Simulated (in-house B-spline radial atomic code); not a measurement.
**KLI/ALDAx excitations of C V (C4+)**

Method: KLI/ALDAx. Computed with an all-electron radial atomic-structure program (B-spline basis): linear response of the closed shell 1s2 with the adiabatic LDA exchange kernel on the exchange-only KLI potential; scalar-relativistic (spin-free one-electron X2C), finite nucleus, no spin-orbit coupling, no double excitations, S, P, D and F terms only.

Command:
```bash
python run_td.py task.json out
```
Settings (radii: box in bohr, nucleus in fm):
```
Z                        6
electrons                2
configuration            1s2
hamiltonian              x2c
method                   kli
box_radius               19.1
rms_radius               2.4702
intervals                108
```

Cost of the run: 0.2 s on 1 thread of Intel(R) Xeon(R) Platinum 8488C (Sapphire Rapids) (shared host).

The lowest states, in the order of their Tamm-Dancoff energies; the method's threshold (minus the highest occupied level) is 392.44 eV. Labels give the largest channel, * marks a mixed state, and oscillator strengths are full-response dipole values. Semilocal kernels can invert the small singlet-triplet splittings of Rydberg terms. Energies in eV:

```
     state  full response  Tamm-Dancoff  oscillator strength
1s → 2s 3S         299.66        299.69                    -
1s → 2p 3P         303.72        303.76                    -
1s → 2s 1S         305.42        305.52                    -
1s → 2p 1P         307.73        307.76                0.645
1s → 3s 3S         352.53        352.54                    -
1s → 3p 3P         353.72        353.73                    -
1s → 3s 1S         354.04        354.07                    -
1s → 3d 3D         354.40        354.40                    -
1s → 3d 1D         354.45        354.45                    -
1s → 3p 1P              ?             ?                    ?
1s → 4s 3S         370.31        370.31                    -
1s → 4p 3P              ?             ?                    -
1s → 4s 1S         370.92        370.93                    -
1s → 4d 3D         371.07        371.07                    -
1s → 4d 1D         371.10        371.10                    -
1s → 4f 3F         371.17        371.17                    -
```

Where does 1s → 3p 1P lie?

At 354.81 eV in full response, 354.82 eV in Tamm-Dancoff, oscillator strength 0.139.

Where does 1s → 4p 3P lie?

At 370.80 eV in full response, 370.81 eV in Tamm-Dancoff.

How large is the singlet-triplet splitting of 1s → 2s (S terms) in Tamm-Dancoff?

5.82 eV, from the unrounded values.

What polarisabilities and dispersion coefficient does the method give?

Dipole 0.008933 bohr³, quadrupole 0.001042 bohr⁵, C6 0.0007991 hartree·bohr⁶ for two such species.
